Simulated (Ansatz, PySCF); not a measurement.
Energy difference 3 R1 → P1, each structure at its B3LYP-D3(BJ)/def2-TZVP stationary point, reached from a drawn start (curvature not checked).
R1: OSi (SMILES [O+]#[Si-]), charge 0, multiplicity 1.
P1: O3Si3 (SMILES [o+]1[si-][o+][si-][o+][si-]1), charge 0, multiplicity 1.

P less R. No zero-point or thermal terms.

Correlated levels freeze the cores.

Codes used: Ansatz (Gaussian orbitals); PySCF for M06-2X and the D3/D4 terms. No computed number here is a measurement.

```json
[
 {"level": "HF/cc-pV(D+d)Z", "reaction energy (kcal/mol)": "-125.69"},
 {"level": "BLYP/def2-TZVPP", "reaction energy (kcal/mol)": "-94.92"},
 {"level": "revPBE/def2-TZVPP", "reaction energy (kcal/mol)": "-96.46"},
 {"level": "B3LYP-D4/def2-TZVPP", "reaction energy (kcal/mol)": "-119.12"},
 {"level": "BHLYP-D3(BJ)/def2-TZVPP", "reaction energy (kcal/mol)": "-134.94"},
 {"level": "M06-2X/def2-TZVPP", "reaction energy (kcal/mol)": "-129.24"},
 {"level": "CAM-B3LYP/def2-TZVPP", "reaction energy (kcal/mol)": "-119.10"},
 {"level": "CAM-B3LYP-D3(BJ)/def2-TZVPP", "reaction energy (kcal/mol)": "…"},
 {"level": "MP2/cc-pV(T+d)Z", "reaction energy (kcal/mol)": "…"}
]
```

Problem. Some entries are withheld; supply them.

Solution. 
- CAM-B3LYP-D3(BJ)/def2-TZVPP, reaction energy (kcal/mol): -123.71
- MP2/cc-pV(T+d)Z, reaction energy (kcal/mol): -107.71

Ansatz is a first-principles code.
